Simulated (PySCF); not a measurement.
**Spinor energies of Tl³⁸⁺ (thallium, charge +38)**

Start: [Kr] 4d7; 4d3/2 filled at m_j = -3/2, -1/2, +1/2, +3/2; 4d5/2 filled at m_j = +1/2, +3/2, +5/2. Calculated with PySCF 2.14 in an even-tempered Gaussian basis (16 s from 4.3 bohr⁻², ratio 2.8; 14 p from 5.6 bohr⁻², ratio 2.8; 9 d from 5.6 bohr⁻², ratio 2.8; 3 f from 24 bohr⁻², ratio 3): generalised Hartree-Fock with the X2C-1e Hamiltonian and a Gaussian nucleus; one run each with spin-orbit coupling (SO) switched off, then screened by Boettger's factors.

| spinor shell | electrons | ε, spin-free (eV) | ε, screened SO (eV) | weight of nominal j (screened SO) | rms radius, screened SO (bohr) |
| --- | --- | --- | --- | --- | --- |
| 1s1/2 | 2 | -87640.8 | -87603.8 | 1.000 | 0.0184 |
| 2s1/2 | 2 | -17104.2 | -17091.8 | 1.000 | 0.0744 |
| 2p1/2 | 2 | -14956.4 | -16449.6 | 1.000 | 0.0629 |
| 2p3/2 | 4 | -14956.4 | -14376.3 | 1.000 | 0.0711 |
| 3s1/2 | 2 | -5370.3 | -5365.8 | 1.000 | 0.188 |
| 3p1/2 | 2 | -4739.8 | -5079.8 | 1.000 | 0.180 |
| 3p3/2 | 4 | -4739.8 | -4603.8 | 1.000 | 0.195 |
| 3d3/2 | 4 | -4082.7 | -4143.3 | 1.000 | 0.171 |
| 3d5/2 | 6 | -4082.7 | -4038.3 | 1.000 | 0.175 |
| 4s1/2 | 2 | -2305.1 | -2303.5 | 1.000 | 0.390 |
| 4p1/2 | 2 | -2069.0 | -2179.1 | 0.999 | 0.391 |
| 4p3/2 | 4 | -2069.0 | -2023.6 | 1.000 | 0.422 |
| 4d3/2 | 4 | -1816.9 | -1832.5 | 0.990 | 0.407 |
| 4d5/2 | 3 | -1816.9 | -1803.8 | 0.992 | 0.414 |

| quantity | spin-free | screened SO |
| --- | --- | --- |
| E (hartree) | -19371.51924 | -19407.70093 |
| M_J | 9/2 | 9/2 |
| ⟨J²⟩ | 24.751 | 24.752 |
| ⟨L²⟩ | 12.001 | 15.933 |
| ⟨S²⟩ | 3.750 | 2.641 |

Each row is a mean over spinors that exchange with the open shell spreads, by up to 24.878 eV (4p3/2).

Breit and QED terms are absent; they matter most for the inner s and p1/2 levels.

Densities and radii are taken from the X2C orbitals without a picture-change correction, which distorts them close to the nucleus.

Without spin-orbit coupling the j labels of p, d and f shells carry no meaning; the spin-free column gives the mean over the occupied spinors of each nl shell.
